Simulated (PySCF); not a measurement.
# TDDFT excited states: C4H6S2Si

C4H6S2Si.
SMILES: `[SiH3]Sc1ccsc1`

Level of theory: TDDFT CAM-B3LYP/def2-SVPD, vertical, gas phase, core orbitals frozen in the response in PySCF 2.14.0, density-fitted response routines. Geometry: PBE0-D3(BJ)/def2-SVP, one conformer, isolated molecule. Torsions of this conformer, `[SiH3:1][S:2][c:3]1[cH:4][cH:5][s:6][cH:7]1`: Si1–S2–C3–C4 -178°.

Question: List the vertical singlet excitations with oscillator strengths and describe the spectrum.

Answer: 

```json
{"state": "S1", "E (eV)": "5.18", "E (hartree)": "0.1905", "f": "0.097", "main configurations (H = HOMO, L = LUMO)": "H→L (94%)"}
{"state": "S2", "E (eV)": "5.35", "E (hartree)": "0.1967", "f": "0.0065", "main configurations (H = HOMO, L = LUMO)": "H→L+1 (62%), H→L+3 (10%)"}
{"state": "S3", "E (eV)": "5.62", "E (hartree)": "0.2064", "f": "0.0024", "main configurations (H = HOMO, L = LUMO)": "H→L+2 (79%)"}
{"state": "S4", "E (eV)": "5.86", "E (hartree)": "0.2155", "f": "0.054", "main configurations (H = HOMO, L = LUMO)": "H-1→L (84%), H→L+6 (9%)"}
{"state": "S5", "E (eV)": "6.04", "E (hartree)": "0.2220", "f": "0.0031", "main configurations (H = HOMO, L = LUMO)": "H→L+4 (64%), H→L+1 (11%), H→L+5 (8%)"}
{"state": "S6", "E (eV)": "6.17", "E (hartree)": "0.2269", "f": "0.0082", "main configurations (H = HOMO, L = LUMO)": "H→L+3 (70%)"}
{"state": "S7", "E (eV)": "6.39", "E (hartree)": "0.2347", "f": "0.0032", "main configurations (H = HOMO, L = LUMO)": "H-1→L+2 (52%), H-1→L+4 (21%)"}
{"state": "S8", "E (eV)": "6.52", "E (hartree)": "0.2395", "f": "0.359", "main configurations (H = HOMO, L = LUMO)": "H→L+6 (78%), H-1→L (10%)"}
{"state": "S9", "E (eV)": "6.71", "E (hartree)": "0.2467", "f": "0.0009", "main configurations (H = HOMO, L = LUMO)": "H→L+5 (26%), H→L+7 (26%), H→L+8 (24%)"}
{"state": "S10", "E (eV)": "6.88", "E (hartree)": "0.2528", "f": "0.0001", "main configurations (H = HOMO, L = LUMO)": "H-1→L+3 (55%), H-1→L+1 (15%)"}
```

Triplets (Tamm–Dancoff): T1 3.64 eV, H→L (62%), H-1→L (27%); T2 4.29 eV, H-1→L (64%), H→L (26%); T3 5.06 eV, H→L+1 (47%), H→L+10 (11%), H→L+3 (11%); T4 5.31 eV, H→L+2 (58%), H→L+1 (21%).

The lowest singlet comes at 239 nm (500 kJ/mol) in the ultraviolet; it is of moderate strength; its leading configuration is HOMO→LUMO (94%). The strongest level in the table is S8 at 6.52 eV (190 nm, f = 0.359). Löwdin shares by element: HOMO sulfur 52%, carbon 30% or more (atoms not listed hold the other 18%); LUMO carbon 54% or more, sulfur 22% or more (atoms not listed hold the other 25%). The oscillator strengths of these states sum to 0.534; summed over the whole spectrum of an exact calculation they would give the number of electrons, 76 (Thomas–Reiche–Kuhn). Orbital energies (eV): HOMO-3 -10.33, HOMO-2 -9.90, HOMO-1 -8.53, HOMO -7.60, LUMO 0.38, LUMO+1 0.78, LUMO+2 0.95. Of the 10 states listed, 3 reach f = 0.01 and 1 stays under 0.0005. The vertical ionisation energy (ΔSCF) is 8.25 eV, 1.37 eV above S10. Only the lowest 10 singlets were computed, as vertical energies without vibronic structure.
